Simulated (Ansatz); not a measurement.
Strength of the O–K bond: KOH → OH + K

Species: KOH `[OH][K]`, singlet; OH, doublet; K atom, doublet. 

Shapes, held fixed at every level: PBE0-D4/def2-TZVP. Programs: Ansatz 0.2.0. The zero-point and thermal change to 298 K, harmonic and unscaled (PBE0-D4/def2-TZVP), is -4.5 kJ/mol.

(1) Estimate ΔH(298 K) of this reaction.

Results:

(1) The highest level, CCSD(T)/def2-TZVPP, gives ΔH(298 K) = +309.8 kJ/mol; the levels span +144.3 to +335.8. The column of differences is taken from that level and isn't an error. Hartree–Fock misses the correlation of the pair that is broken and comes out low. No measured value is set beside it here. Open shells run unrestricted unless RO is named. Correlated rows may include outer-core shells of K, which these sets cover unevenly. Times are processor times on shared x86 and Arm servers, and rough.

| level | kind | ΔH(298 K) (kJ/mol) | less CCSD(T)/def2-TZVPP | CPU time (sum over the molecules) |
| --- | --- | --- | --- | --- |
| HF/def2-SVP | Hartree–Fock | +144.3 | -165.5 | – |
| r2SCAN0-D4/def2-TZVPP | global hybrid | +306.0 | -3.8 | 6.3 s |
| wB97M-V/def2-TZVPP | range-separated hybrid | +335.8 | +26.0 | 13 s |
| B2PLYP/def2-TZVPP | double hybrid | +321.9 | +12.1 | 5.3 s |
| CCSD(T)/def2-SVP | coupled cluster or CI | +270.0 | -39.8 | 1.8 s |
| CCSD/def2-TZVPP | coupled cluster or CI | +299.1 | -10.7 | – |
| CCSD(T)/def2-TZVPP | coupled cluster or CI | +309.8 | 0.0 | 5.1 s |
